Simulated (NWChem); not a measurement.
Species: SnHOF₃; SMILES [OH][Sn]([F])([F])[F]

```xyz
6

O      0.0068    -1.0243     1.6568
Sn     0.0001     0.0045     0.0066
F     -0.0077    -1.1777    -1.4984
F     -1.5238     1.1455    -0.1176
F      1.5245     1.1432    -0.1322
H      0.0085    -1.9742     1.4734
```
Atoms are numbered in this order, from 1.

Level: PBE0/def2-SVP with def2 effective core potentials on Sn (NWChem), optimised geometry, unscaled harmonic frequencies. def2 effective core potentials on Sn; no spin-orbit coupling.

```tsv
frequency (cm⁻¹)	IR intensity (km/mol)
64	63.7
137	3.4
154	18.4
179	35.0
184	67.0
189	52.5
637	0.2
678	69.1
684	71.3
687	76.5
894	70.4
3863	127.8
```

```
Quantity                                                                            Value
-----------------------------------------------------------------------  ----------------
zero-point energy                                                           11.9 kcal/mol
thermal correction to the enthalpy at 298.15 K (with zero-point energy)     17.1 kcal/mol
heat capacity Cv                                                         21.4 cal/(mol K)
entropy at 298.15 K and 1 atm (symmetry number 1)                        86.9 cal/(mol K)
```

Rigid rotor and harmonic oscillator; modes under 100 cm⁻¹ make the entropy uncertain.
